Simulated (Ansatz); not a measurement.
Cost and result up the ladder for the cluster Ga2Te3 (5 atoms). Charge 0, multiplicity 1. Geometry: r2SCAN-D4/def2-SVP.

```xyz
5

Ga    0.4736   -1.1035   -0.1658
Ga    0.0065    1.8564   -0.0510
Te   -1.9754   -0.4775   -0.7153
Te   -0.8897   -0.4081    1.9195
Te    2.3849    0.1327   -0.9874
```

Ansatz on 4 threads of AMD EPYC 7B13 on a shared host. Times are rough, and most runs start from the orbitals of an earlier one. r2SCAN0-D4/def2-TZVP serves as the yardstick here, not as an exact answer. Differences are given only for rows in sets of like size (and for xTB, whose basis is part of the method), since another set adds its own error. Binding counts from free atoms at the same level (Ga doublet, Te triplet; other spins of the atoms weren't run), without zero-point energy or a counterpoise term.

In the def2 sets Te takes a core potential; there is no spin–orbit coupling. Correlated methods freeze 30 core orbitals; core or outer-core shells of Ga, Te are correlated, in sets that lack core-valence functions. The rows differ in basis, and correlated rows in double-zeta sets carry the largest basis error. Another isomer (singlet) lies 0.30 eV lower at PBE0-D4/def2-TZVP; other spin states weren't run for this one.

Correlated methods converge slowly with the basis, most of all in double-zeta sets.

```tsv
level	functions	wall time
PBE-D4/def2-TZVP (with forces)	246	3.9 s
r2SCAN-D4/def2-TZVP	246	6.5 s
PBE0-D4/def2-TZVP	246	8 s
HF/def2-TZVP	246	8.5 s
r2SCAN0-D4/def2-TZVP	246	11 s
CCSD(T)/def2-SVP	142	37 s
```

Question: Estimate what each level gives for the binding energy per atom (eV).

Answer: 
```
                         level  binding energy per atom (eV)  difference from r2SCAN0-D4/def2-TZVP (eV)
PBE-D4/def2-TZVP (with forces)                          2.34                                       0.23
           r2SCAN-D4/def2-TZVP                          2.21                                       0.09
             PBE0-D4/def2-TZVP                          2.23                                       0.11
                  HF/def2-TZVP                          1.02                                      -1.10
          r2SCAN0-D4/def2-TZVP                          2.12                                       0.00
              CCSD(T)/def2-SVP                          1.87                                          –
```
